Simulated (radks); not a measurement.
The numbers below are computed, except where a source is named.
Fractional charge and spin in the 3s shell of chlorine: the spin-up occupation runs from 0 to 1 and the spin-down occupation from 0 to 1; the fullest corner is Cl+, [Ne] 3p(up 2, down 2) 3s(up 1, down 1). Level of theory: non-relativistic Kohn-Sham, r2SCAN, spin-polarised, spherical densities, point nucleus; meta-GGA in the generalised Kohn-Sham scheme (a radial shooting solver on a logarithmic mesh with Libxc functionals). Energy (eV) above the fullest corner. The planes named below are the two flat planes that join the four corners, with an edge along up + down = one added electron.

| down \ up | 0 | 0.25 | 0.5 | 0.75 | 1 |
|---|---|---|---|---|---|
| 0 | 92.582 | 77.911 | 64.065 | 51.049 | 38.858 |
| 0.25 | 77.911 | 64.220 | 51.339 | 39.270 | 28.009 |
| 0.5 | 64.065 | 51.339 | 39.405 | 28.266 | 17.916 |
| 0.75 | 51.049 | 39.270 | 28.266 | 18.038 | 8.582 |
| 1 | 38.858 | 28.009 | 17.916 | 8.582 | 0.000 |

Corners above the fullest one (they belong to Cl2+ and the next ion): (up 1, down 0) 38.858 eV, (up 0, down 1) 38.858 eV, (up 0, down 0) 92.582 eV. With half an added electron in each spin the energy lies 0.548 eV from the planes, and with half an added electron in spin up alone -1.655 eV. The planes are only a guide here: the flat-plane condition holds for ground states with one frontier orbital, while this shell lies below other occupied shells, so the corners above the fullest one are inner-hole states and not the ground states of those ions.
